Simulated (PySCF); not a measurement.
ClPb (SMILES [Cl][Pb+]), charge +1, singlet, geometry from GFN2-xTB (such geometries of metal compounds can be far from the true shape) (core potentials on Pb). Base run: DF-HF/def2-SVP (PySCF).

Input for PySCF:
```python
from pyscf import gto, scf

mol = gto.Mole()
mol.atom = '''
    Pb   -0.000000   -0.000000   -0.407720
    Cl    0.000000    0.000000    1.966650
'''
mol.basis = 'def2-svp'
mol.ecp = {'Pb': 'def2-svp'}
mol.charge = 1
mol.spin = 0
mol.verbose = 4
mol.build()

mf = scf.RHF(mol)
mf = mf.density_fit(auxbasis='def2-universal-jkfit')
mf.kernel()
mf.analyze()
```

The base run was repeated with changes; each row names its change, and settings that it needs were set with it.

```
change              basis functions      E (Eh)  HOMO (eV)  HOMO-LUMO gap (eV)
------------------  ---------------  ----------  ---------  ------------------
base                             44  -650.99682     -17.20               11.17
basis = LANL2DZ                   …           …          …                   …
basis = def2-SV(P)               44  -650.99682     -17.20               11.17
basis = def2-SVPD                 …           …          …                   …
basis = def2-TZVP                87  -651.16136     -17.25               11.23
basis = def2-TZVPP               92  -651.16142     -17.25               11.23
basis = def2-TZVPD              102  -651.16213     -17.26               11.23
basis = def2-QZVPP              152  -651.17580     -17.24               11.24
basis = def2-QZVP               152  -651.17580     -17.24               11.24
```

**Question.** What belongs in the gaps?

**Answer.** 
- basis = LANL2DZ, basis functions: 16
- basis = LANL2DZ, E (Eh): -17.84804
- basis = LANL2DZ, HOMO (eV): -17.36
- basis = LANL2DZ, HOMO-LUMO gap (eV): 10.79
- basis = def2-SVPD, basis functions: 59
- basis = def2-SVPD, E (Eh): -651.00505
- basis = def2-SVPD, HOMO (eV): -17.32
- basis = def2-SVPD, HOMO-LUMO gap (eV): 11.26

Totals compare only among sets that treat the same electrons; sets with core potentials leave the core out.
